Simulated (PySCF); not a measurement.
These are TPSSh-D3(BJ)/def2-TZVP // PBE-D3(BJ)/def2-SVP run with PySCF 2.14.0 values and carry that method's errors. Gas-phase values, no solvent. One relaxed conformer stands for a flexible species; it need not be the lowest. 

Reference species: [Zn(H)2] (neutral, multiplicity 1).

```
Property                                    Value
----------------------------------------  -------
coordination number                             2
HOMO–LUMO gap                             6.56 eV
charge on the central atom (meta-Löwdin)   0.88 e
```

Changed species: [Zn(NH2)(H)] (1 of 2 NH2 replaced by H; the reference has 2 of 2 NH2 replaced by H).

### Question
Predict the effect on the coordination number, HOMO–LUMO gap and charge on the central atom (meta-Löwdin).

### Answer
the coordination number stays essentially unchanged; the HOMO–LUMO gap decreases by 0.97 eV, to 5.59 eV; the charge on the central atom (meta-Löwdin) rises by 0.11 e, to 0.99 e.
